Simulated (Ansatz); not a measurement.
**Ligand exchange: SiH2(CH3)Cl + SnH(CH3)2(SiH3) → SiH2(SiH3)Cl + SnH(CH3)3**

Species: SiH2(CH3)Cl ((chlorosilyl)methane), singlet; SnH(CH3)2(SiH3), singlet; SiH2(SiH3)Cl, singlet; SnH(CH3)3, singlet. The partners trade CH3 for SiH3: Si–CH3 and Sn–SiH3 bonds give way to Si–SiH3 and Sn–CH3.

Shapes, held fixed at every level: PBE0-D4/def2-TZVP. Programs: Ansatz 0.2.0. Electronic energies: no zero-point or thermal term.

| level | kind | ΔE (kJ/mol) | less CCSD(T)/def2-TZVPP |
| --- | --- | --- | --- |
| PBE-D4/def2-TZVPP | GGA | +49.7 | +1.0 |
| B3LYP-D4/def2-TZVPP | global hybrid | +52.2 | +3.5 |
| PBE0-D4/def2-TZVPP | global hybrid | +52.2 | +3.5 |
| wB97M-V/def2-TZVPP | range-separated hybrid | +55.3 | +6.6 |
| wB97X-V/def2-TZVPP | range-separated hybrid | +50.4 | +1.7 |
| B2PLYP/def2-TZVPP | double hybrid | +52.2 | +3.5 |
| CCSD/def2-TZVPP | coupled cluster or CI | +49.5 | +0.8 |
| CCSD(T)/def2-TZVPP | coupled cluster or CI | +48.7 | 0.0 |

The highest level, CCSD(T)/def2-TZVPP, gives ΔE = +48.7 kJ/mol; the levels span +48.7 to +55.3. The column of differences is taken from that level and isn't an error. No measured value is set beside it here. For atoms past krypton def2 sets carry core potentials with scalar relativity. Outer-core shells of Sn are correlated in most correlated rows, in sets that cover them unevenly.
